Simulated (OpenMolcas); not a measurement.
Lines of Pr: computed and rescaled rates

```
Program             : OpenMolcas 26.06
Method              : MS-CASPT2, IPEA 0.25 Eh, imaginary shift 0.1 Eh (closed shells correlated: 5s 5p 6s)
Basis               : ANO-RCC-VTZP [8s7p5d3f2g1h]
Scalar Hamiltonian  : DKH2, point nucleus
Active space        : 3 electrons in 7 orbitals (4f)
State averaging     : 2S+1 = 4 odd, 35 roots; 2S+1 = 2 odd, 112 roots (89 in the spin-orbit step)
Spin-orbit coupling : state interaction with AMFI integrals over the reference wave functions, term energies averaged over their components
```

Rates come from the transition moments of the reference wave functions (E1 and E2 in the length form). At fixed line strength A goes as λ^-3 for E1 and M1 and as λ^-5 for E2, so a rate at the computed wavelength can be rescaled to the measured one. Measured vacuum wavelengths follow from level energies in NIST Handbook of Basic Atomic Spectroscopic Data. Branching counts decays inside the model space alone, at computed energies, and the table is only a selection of the M1 lines, drawn from those between levels with measured partners whose computed energy lies within a factor of 1.5 of the measured one.

```tsv
Upper	Lower	Type	λ computed (nm)	λ measured (nm)	A computed (s-1)	A rescaled (s-1)	Branching %
4f3 6s2 4I* 11/2	4f3 6s2 4I* 9/2	M1	6515	7264	1.51e-01	1.09e-01	100.0
4f3 6s2 4I* 13/2	4f3 6s2 4I* 11/2	M1	6146	6802	2.08e-01	1.53e-01	100.0
4f3 6s2 4I* 15/2	4f3 6s2 4I* 13/2	M1	5954	6517	1.53e-01	1.17e-01	100.0
```

The largest correction is for 4f3 6s2 4I* 11/2 → 4f3 6s2 4I* 9/2 (M1): 1.51e-01 × (6515 / 7264)^3 = 1.09e-01 s-1, a factor of 0.72.

No measured rate stands beside these. Rescaling mends the energy factor alone: line strengths can still be far off where a level mixes with configurations outside the active space, and weak or spin-changing lines hang on small mixing coefficients that depend on the term gaps too, so rescaling need not improve them.

CASPT2 breaks the degeneracy within a term, and the mean is taken; among the terms shown or strongly mixed into the levels shown the widest spread is 1800 cm-1 (4f3 6s2 4I*). Over all roots computed the reference weight is 0.80 to 0.85; the roots of lowest weight are the least certain, and an intruder state may touch them. Blocks of more than 70 roots (2S+1 = 2 odd) ran without multistate coupling. High states are left out of the spin-orbit mixing, which shifts the levels that they would mix with. With the s shell closed, the reference lacks s² → p² mixing. Measured partners are found by configuration, term and J. A level has none where our copy of the source lacks it or the pairing is in doubt (some pairs that miss far off the trend of their configuration count as doubtful). Only configurations of the active space appear.

* marks odd parity.
